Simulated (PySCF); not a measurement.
Vertical excitations of a molecule C5H7FO from TDA-LC-ωPBE/def2-SVPD (PySCF), as energy in eV (oscillator strength): 4.55 (0.000), 7.68 (0.198), 7.97 (0.011), 8.10 (0.009), 8.54 (0.003), 8.92 (0.042). Lowest triplet (TDA): 3.92 eV. The structure is a stationary point at B3LYP-D3(BJ)/def2-SVP. Other conformers were not sampled.

Task: Which structure fits?
A) CC(=O)[C@H]1C[C@H]1F
B) C=CC[C@H](F)C=O
C) C=CC1(F)COC1
D) C/C(=C/F)CC=O

Result: A, CC(=O)[C@H]1C[C@H]1F
